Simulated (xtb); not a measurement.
Be(I)(SiH3) (BeH₃ISi), SMILES [SiH3][Be][I]. All values are semi-empirical tight-binding results from xtb (GFN2-xTB unless named), good for trends rather than for accurate numbers. Geometry: GFN2-xTB.

Optimised geometry:

```xyz
6

Be    -0.7186    -0.2895     0.7226
I      0.7877     0.3216    -0.7773
Si    -2.2092    -0.9026     2.1790
H     -2.9921    -2.0893     1.8092
H     -3.2500     0.0897     2.4792
H     -1.7007    -1.2529     3.5117
```

For metal compounds this method's bond lengths and energies can be far off.

| Property | Value |
|---|---|
| point group as xtb finds it | C3v |
| orbital gap | 3.68 eV |
| zero-point energy | 15.8 kcal/mol |
| G − E(el) at 298.15 K (modified RRHO) | -2.7 kcal/mol |

**Question.** Give the atomic charges and the Wiberg bond orders between heavy atoms. (The exact figures need the calculation; the answer reports its results.)

**Answer.** charges (e) Be1 0.47, I2 -0.30, Si3 0.28, H4 -0.15, H5 -0.15, H6 -0.15. Bond orders Be1–I2 1.19, Be1–Si3 0.90.
